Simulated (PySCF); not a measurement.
## Calculated properties of `C=Cc1cc(CS[SiH3])n[nH]1`

Species: C6H10N2SSi.
Atom-mapped SMILES: `[CH2:1]=[CH:2][c:3]1[cH:4][c:5]([CH2:6][S:7][SiH3:8])[n:9][nH:10]1` (hydrogens: H11, H12 on C1; H13 on C2; H14 on C4; H15, H16 on C6; H17, H18, H19 on Si8; H20 on N10)

Geometry (GFN2-xTB, Å), atoms numbered from 1 in this order:
```
atom  x, y, z in Å
C1    -3.6605   -0.6574    0.3798
C2    -2.6578   -1.0897   -0.3769
C3    -1.3670   -0.4553   -0.4597
C4    -0.8316    0.6669    0.1554
C5     0.4800    0.7645   -0.3300
C6     1.5278    1.7374    0.0389
S7     2.5065    1.1245    1.4718
Si8    3.1384   -0.7835    0.7215
N9     0.7388   -0.2249   -1.1777
N10   -0.3758   -0.9440   -1.2477
H11   -3.5670    0.2219    0.9928
H12   -4.6056   -1.1699    0.4100
H13   -2.7759   -1.9792   -0.9839
H14   -1.3060    1.3214    0.8558
H15    2.2220    1.8944   -0.7850
H16    1.1008    2.6843    0.3631
H17    2.0416   -1.7385    0.8270
H18    3.5870   -0.5971   -0.6479
H19    4.2151   -1.1218    1.6391
H20   -0.4159   -1.7518   -1.8493
```

Among its groups: C=C double bond, pyridine-type ring nitrogen, pyrrole-type ring nitrogen and Si–H bond.

**GFN2-xTB geometry**

| Quantity | Value |
| --- | --- |
| Point group of the GFN2-xTB geometry | C1 |
| Rotational constants A, B, C of the GFN2-xTB geometry | 2.078, 0.520, 0.483 GHz |

PBE0/pcSseg-1 ground state and GIAO shieldings, non-relativistic (PySCF):

| Item | Value |
| --- | --- |
| Dipole moment | 3.66 D |
| HOMO energy | -6.58 eV |
| LUMO energy | -1.12 eV |
| HOMO–LUMO gap | 5.46 eV |
| Lowest Hirshfeld atomic charge | -0.13 e on N9 |
| Highest Hirshfeld atomic charge | +0.27 e on Si8 |
| 13C chemical shifts (computed TMS as zero) by class | 157.7 (C5), 148.2 (C3), 130.5 (C2), 122.8 (C1), 106.0 (C4), 31.3 (C6) ppm |
| 1H chemical shifts (computed TMS as zero) by class | 8.92 (H20), 6.67 (H14), 6.54 (H13), 6.21 (H11), 5.64 (H12), 4.25 (H17/H18/H19), 3.86 (H15/H16) ppm |
| Isotropic shieldings of nuclei other than C and H, by class | -64 (N9), 50 (N10), 406 (Si8), 628 (S7) ppm |
| Mayer bond orders between heavy atoms | C1–C2 1.94, C2–C3 1.10, C3–C4 1.38, C4–C5 1.32, C5–C6 1.03, C6–S7 1.00, S7–Si8 0.94, C5–N9 1.46, N9–N10 1.22, N10–C3 1.07 |

Monoisotopic mass from the formula: 170.0334 u.

The rotational constants make it an asymmetric top with κ = (2B − A − C)/(A − C) = -0.95, nearer the prolate limit (−1). The dipole equals about 12.2 × 10⁻³⁰ C·m (1 D = 3.33564 × 10⁻³⁰ C·m). With B = h/(8π²I), that is 505.379 GHz u Å² over I, the principal moments of inertia are 243.2, 971.5 and 1046.7 u Å² (most abundant isotopes).

Geometry: GFN2-xTB, one conformer, isolated molecule. NMR classes are plain means over equivalent atoms (diastereotopic ones count apart unless rotation or inversion swaps them), as if these changed places fast; in this geometry the members of some classes differ.
